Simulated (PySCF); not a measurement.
BaCl2, charge +1, doublet, at the geometry of the source list (a state made from the parent by changing its charge; the spin is typed, not shown lowest) (core potentials on Ba). Base run: B3LYP/def2-SVP in PySCF.

Input for PySCF:
```python
from pyscf import gto, scf, dft, solvent

mol = gto.Mole()
mol.atom = '''
    Ba    0.68230000   -0.54660000    0.63260000
    Cl    1.17770000    0.60480000   -1.68150000
    Cl   -1.85990000   -0.05820000    1.04880000
'''
mol.basis = 'def2-svp'
mol.ecp = {'Ba': 'def2-svp'}
mol.charge = 1
mol.spin = 1
mol.verbose = 3
mol.build()

mf = dft.UKS(mol)
mf.xc = 'b3lyp'
mf.kernel()
```

Variants of this job, named by their change:

```tsv
change	ΔE vs base (kJ/mol)
base	0.00
model = IEF-PCM; solvent = toluene; vdw_scale = 1.4	-119.3
model = ddCOSMO; solvent = toluene	-261.5
model = IEF-PCM; solvent = toluene; vdw_scale = 1.0	-187.2
model = IEF-PCM; solvent = chloroform	-199.5
model = IEF-PCM; solvent = toluene; r_probe = 0.5	-118.5
model = IEF-PCM; solvent = water	-254.3
model = IEF-PCM; solvent = toluene; lebedev_order = 11	-144.7
model = IEF-PCM; solvent = toluene; vdw_scale = 1.1	-162.5
model = COSMO; solvent = toluene	-121.4
model = IEF-PCM; solvent = dichloromethane	-226.7
model = C-PCM; solvent = toluene	-147.4
```

The base is the gas phase, so ΔE is the electrostatic part of solvation at a fixed geometry, without cavity and dispersion terms.

Open shells are given as the SCF converged; they aren't shown to be the lowest states, and a large step between rows can be another state.
